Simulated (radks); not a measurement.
Results of a calculation; reference values are marked as such.
Ionisation of the argon ion Ar3+, [Ne] 3s2 3p3, to Ar4+, [Ne] 3s2 3p2, under several functionals. Scalar-relativistic Kohn-Sham, spin-polarised, spherical densities, finite nucleus; open shells are filled with parallel spins first; a radial shooting solver on a logarithmic mesh with Libxc functionals.

\begin{tabular}{lrrrrrr}
functional & E(Ar3+) (hartree) & Exc (hartree) & IE (eV) & -e(HOMO) (eV) & <r> HOMO (bohr) & IE error (eV) \\ \hline
exchange-only LDA & -523.46790 & -26.81171 & 57.915 & 50.363 & 1.392 & -1.665 \\
AM05 & -524.86435 & -28.23727 & 59.067 & 51.469 & 1.385 & -0.513 \\
XLYP & -526.50207 & -29.91715 & 58.969 & 51.332 & 1.386 & -0.611 \\
BP86 & -526.38261 & -29.79724 & 59.217 & 51.615 & 1.385 & -0.363 \\
exchange-only B88 & -525.73648 & -29.13909 & 58.342 & 50.775 & 1.389 & -1.238 \\
SOGGA & -525.28969 & -28.67598 & 59.038 & 51.451 & 1.387 & -0.542 \\
PBE & -526.14306 & -29.55070 & 59.206 & 51.615 & 1.387 & -0.374 \\
\end{tabular}

NIST Atomic Spectra Database: 59.6 eV (semi-empirical). Closest: BP86. The Delta-SCF values span 1.30 eV, the total energies 3.03 hartree. The highest occupied level is 3p. Open shells are spherical and high-spin; term and fine-structure splittings are not resolved.
